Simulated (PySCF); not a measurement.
Method: PySCF, PBE0, basis V def2-SVP, N def2-SVP, Br def2-SVP (no relativity, density fitting). Open shells, if any, are unrestricted.

Problem. What shape and geometry does isolated singlet VNBr2 take (every ligand bound to V)?

Solution. Formally V is in oxidation state +5, d0. The polar-tensor charge on V, 1.54, is far below the formal one. The lowest minimum found is a singlet of Cs symmetry with V–Br 2.320 Å (×2), V–N 1.494 Å; Br–V–Br 125.2°, Br–V–N 110.2° (×2). Its harmonic wavenumbers are 47 (a'), 144 (a'), 240 (a''), 282 (a'), 431 (a''), 1280 (a') cm⁻¹ and its dipole moment is 2.42 D.

Stability towards spin polarisation was not tested. Only a few start shapes were tried, so a lower isomer may exist.
